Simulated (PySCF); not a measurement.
**How methods differ on the excitation energy of Hf²⁺**

Hf²⁺ [Xe] 4f14 5d2 (3F) → Hf²⁺ [Xe] 4f14 5d1 6s1 (3D), as a difference of total energies. All numbers are calculated (PySCF 2.14, a scalar-relativistic core potential, in def2-TZVPPD with the def2 core potential (60 electrons) (6s5p3d2f1g, 59 functions)). Correlated levels: valence: 5s2 5p6 frozen. The calculations carry no spin-orbit coupling.

```csv
method,excitation energy (eV)
UHF,0.347
MP2 (valence),0.322
SCS-MP2 (valence),0.339
CCSD (valence),0.311
```

Task: How much does correlation contribute at MP2 (valence)?

Result: 0.322 − (0.347) = -0.025 eV, measured against UHF.

With two correlated electrons CCSD is exact in that space.
